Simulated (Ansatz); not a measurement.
```yaml
crystal:
  periodic: [false, false, false]
  atoms:
    - {symbol: Fe, position_ang: [-1.314042, -0.033124, 0.038284]}
    - {symbol: Fe, position_ang: [1.226539, 0.060653, -0.115727]}
    - {symbol: O, position_ang: [0.027651, 1.268521, 0.044376]}
    - {symbol: O, position_ang: [0.103844, -1.222344, -0.095793]}
basis:
  gaussian: {orbitals: def2-mTZVPP}
total_charge: 1
magnetization: {spin_polarized: false, initial_magnetization: 3}
hamiltonian: {xc: {name: SVWN5}}
scf: {omitted_lower_state_checks: [starts]}
output: {forces: true}
```

```sh
$ ansatz run in.yaml --threads 4 --pin off --events-out ev --progress --plain --max-ram 3916MiB
```

Output, abridged:

```
Functional definition: SVWN5
1022 factors; their error is unknown
mean field evaluation 1: about -72672.9002 eV, gradient 1.4e2 eV
mean field evaluation 2: about -71944.5444 eV, gradient 5.4e2 eV
mean field evaluation 4: about -72599.1816 eV, gradient 2.6e2 eV
mean field evaluation 8: about -72700.6263 eV, gradient 2.4e0 eV
mean field evaluation 16: about -72701.2244 eV, gradient 6.0e-1 eV
mean field evaluation 32: about -72701.2355 eV, gradient 1.3e-4 eV
mean field -72701.23545546 eV, -2671.7211243208 hartree, gradient 2.3e-6 eV, S^2 3.750000; 0 other end points of the search recorded, 0 dependent functions left out
reference -72701.23550516 eV, -2671.7211261473 hartree; 35, 32 occupied and 79, 82 virtual orbitals, 1022 factors
Total energy: -72701.23550516 eV, -2671.7211261473 hartree
Atom 0 at    -1.314042    -0.033124     0.038284 Å, force     4.033523     0.185399    -0.211632 eV/Å
Atom 1 at     1.226539     0.060653    -0.115727 Å, force    -1.427198    -0.008524     0.082128 eV/Å
Atom 2 at     0.027651     1.268521     0.044376 Å, force    -1.238472    -2.011124    -0.044387 eV/Å
Atom 3 at     0.103844    -1.222344    -0.095793 Å, force    -1.367853     1.834249     0.173891 eV/Å
Dipole moment:    -0.133982    -0.016674    -0.010786 e Å
Checks for a lower state left out: starts
```

It took 1.2 s on 4 threads of AMD EPYC 9R45 on a shared host.

With spin_polarized false and unpaired electrons the run is restricted open-shell.

The dipole of an ion depends on the origin.
